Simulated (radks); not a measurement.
Results of a calculation; reference values are marked as such.
Initial-state core-level shifts of the samarium ion Sm+ when its valence configuration changes from [Xe] 4f6 6s1. Level of theory: Dirac Kohn-Sham, PBE, spin-unpolarised, spherical densities, point nucleus; open shells fill j = l - 1/2 first (a radial shooting solver on a logarithmic mesh with Libxc functionals). Shifts are changes of the shell-averaged eigenvalues in eV (positive: less bound).

valence               3s       4s       4p       4d
4f6 5d1           +1.730   +1.755   +1.766   +1.790
4f5 6s2          -10.068   -9.607   -9.450   -9.171
4f5 5d1 6s1       -7.669   -7.209   -7.044   -6.749
4f4 5d2 6s1      -16.791  -15.546  -15.154  -14.467
4f4 5d1 6s1 6p1  -20.460  -19.194  -18.805  -18.127
4f5 6s1 6p1      -11.101  -10.642  -10.485  -10.206
4f7               +6.396   +6.294   +6.219   +6.080
4f6 6p1           -1.039   -1.048   -1.050   -1.054
4f5.5 6s1 6p0.5   -5.239   -5.055   -4.986   -4.862
